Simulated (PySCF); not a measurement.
C₆H₇BO₂S.
Z-matrix (Å and degrees, PBE0-D3(BJ)/def2-SVP geometry), rows numbered from 1:
```
C 
C   1  1.3501
B   2  1.5821  1  117.15
O   3  1.3582  2  120.91  1  -147.45
O   3  1.3647  2  121.28  1    31.32
C   2  1.4609  1  122.33  3  -179.11
C   6  1.3807  2  128.34  1   176.71
C   7  1.4197  6  113.43  2   179.55
C   8  1.3702  7  112.52  6    -0.22
S   9  1.7151  8  111.73  7     0.13
H   1  1.0940  2  121.43  3     0.74
H   1  1.0956  2  122.80  3   178.48
H   4  0.9639  3  110.92  2   178.81
H   5  0.9619  3  112.24  2     6.79
H   7  1.0891  6  121.88  2    -1.76
H   8  1.0908  7  124.12  6   179.72
H   9  1.0894  8  128.22  7  -179.83
```

Computed at PBE0/pcSseg-1 (PySCF, non-relativistic), with Q(11B) = 0.04059 b, Q(17O) = −0.0256 b, Q(33S) = −0.0678 b: B3, 11B (I = 3/2): χzz = 3.302 MHz, η = 0.295; O4, 17O (I = 5/2): χzz = -8.206 MHz, η = 0.194; O5, 17O (I = 5/2): χzz = -8.099 MHz, η = 0.254; S10, 33S (I = 3/2): χzz = -29.40 MHz, η = 0.599.

**Question.** Where would the pure quadrupole (NQR) lines of 11B at B3 fall for the rigid, isolated species?

**Answer.** From ν = (|χ|/2)√(1 + η²/3): ν = 1.675 MHz (three-coordinate boron).

**Question.** Find the zero-field quadrupole resonance frequencies of 17O at O4.

**Answer.** From the eigenvalues of H = χ/[4I(2I − 1)] × [3Iz² − I(I + 1) + η(Ix² − Iy²)], steps between neighbouring levels, labelled as for η = 0: ±1/2↔±3/2 1.280 MHz, ±3/2↔±5/2 2.444 MHz (boron-bound oxygen).

**Question.** Find the zero-field quadrupole resonance frequencies of 17O at O5.

**Answer.** From the eigenvalues of H = χ/[4I(2I − 1)] × [3Iz² − I(I + 1) + η(Ix² − Iy²)], steps between neighbouring levels, labelled as for η = 0: ±1/2↔±3/2 1.297 MHz, ±3/2↔±5/2 2.399 MHz (boron-bound oxygen).

**Question.** Where would the pure quadrupole (NQR) lines of 33S at S10 fall for the rigid, isolated species?

**Answer.** From ν = (|χ|/2)√(1 + η²/3): ν = 15.55 MHz (thiophene-type sulfur).

In a crystal, neighbours and librations shift these lines. With a basis this small, the couplings can be 20 % off.

One conformer stands for the species.
